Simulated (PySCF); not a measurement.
## How methods differ on the ionisation energy of Sn(3+)

Sn(3+) [Kr] 4d10 5s1 [5s1/2^1, M_J = 1/2] → Sn(4+) [Kr] 4d10, as a difference of total energies. Computed with PySCF 2.14 in x2c-SVPall-2c (6s8p4d, 50 functions), with the two-component X2C-1e Hamiltonian. Correlated levels: [Ar] 3d10 frozen; the 6 highest virtual spinors dropped. "Screened" scales the spin-orbit matrix elements by Boettger's factors to mimic the two-electron term; Breit and QED terms are absent.

```csv
method,ionisation energy (eV),error (eV)
GHF (screened spin-orbit),39.337,-1.403
GMP2 (screened spin-orbit),39.461,-1.279
```

Reference: 40.74 ± 0.04 eV (measured; NIST Atomic Spectra Database, ionization energies).

Errors of the correlated levels include the incompleteness of this basis and the frozen core.
